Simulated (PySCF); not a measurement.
# Fractional electron number in Zr⁺ (zirconium, charge +1)

The 5s alpha orbital of [Kr] 4d2 5s1 is emptied in steps (occupation f), with all orbitals relaxed, ending at [Kr] 4d2. All numbers are calculated (PySCF 2.14, a scalar-relativistic core potential, in aug-cc-pVDZ-PP with ECP28MDF (5s5p4d2f, 54 functions)). The exact energy is a straight line in f; departures are measured from the line between the end points of the same method.

| f | UHF (eV) |
| --- | --- |
| 1 | 0.000 |
| 0.75 | 0.026 |
| 0.5 | 0.034 |
| 0.25 | 0.025 |
| 0 | 0.000 |

```json
{"method": "UHF", "E(f=0) − E(f=1) (eV)": "12.254", "−ε at f=1 (eV)": "12.400", "−ε at f=0.5 (eV)": "12.250"}
```

Orbital energy along the path (eV):

```json
{"f": "1", "UHF": "-12.400"}
{"f": "0.75", "UHF": "-12.321"}
{"f": "0.5", "UHF": "-12.250"}
{"f": "0.25", "UHF": "-12.185"}
{"f": "0", "UHF": "-12.125"}
```

Reference removal energy between the ground levels: 13.13 eV (measured; NIST Atomic Spectra Database, ionization energies). The calculation has no spin-orbit coupling. UHF lacks correlation.
